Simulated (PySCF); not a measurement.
CH9NO2Si2.

```xyz
15

O     -1.4815    -0.7897     1.2008
Si    -1.6136     0.2328    -0.1046
O     -1.9529     1.8122     0.3062
C      0.1146     0.2819    -0.8878
N      0.9755    -0.7468    -0.2805
Si     2.6955    -0.5113    -0.0874
H     -0.5403    -0.9362     1.3969
H     -2.7024    -0.2965    -0.9690
H     -2.8293     1.9974     0.6637
H      0.5212     1.2772    -0.6360
H      0.0917     0.2369    -1.9944
H      0.6838    -1.6927    -0.5174
H      2.9058     0.7158     0.7321
H      3.4551    -0.3323    -1.3676
H      3.2272    -1.7146     0.6135
```
Charge 0, spin multiplicity 1.

The structure is a stationary point at B3LYP-D3(BJ)/def2-SVP. This is a generated structure with no PubChem entry under its InChIKey; it may be hypothetical. The values are those of a single conformer.

These are PBE/pcSseg-1 (PySCF) values and carry that method's errors. Non-relativistic, no solvent.

Task: Give the absolute GIAO shielding of each atom: isotropic value and principal components (ppm). (An estimate is asked for; the answer gives what the named calculation found.)

Result: 
```tsv
atom	σ(iso)	σ11	σ22	σ33	span
O1	259.8	203.1	259.4	316.9	113.8
Si2	352.0	309.5	369.0	377.4	67.9
O3	252.6	205.5	268.8	283.6	78.1
C4	144.3	122.4	131.6	178.8	56.4
N5	247.4	214.8	240.0	287.4	72.5
Si6	384.3	332.4	352.9	467.7	135.3
H7	27.2	17.3	26.1	38.3	20.9
H8	26.1	22.5	23.8	31.9	9.4
H9	29.0	22.1	23.9	41.1	19.0
H10	29.1	24.7	29.0	33.6	8.8
H11	28.6	23.6	27.5	34.6	11.0
H12	32.1	23.4	30.8	42.1	18.8
H13	26.6	23.0	25.6	31.2	8.3
H14	26.3	22.7	24.2	32.0	9.3
H15	26.5	23.1	24.7	31.6	8.5
```
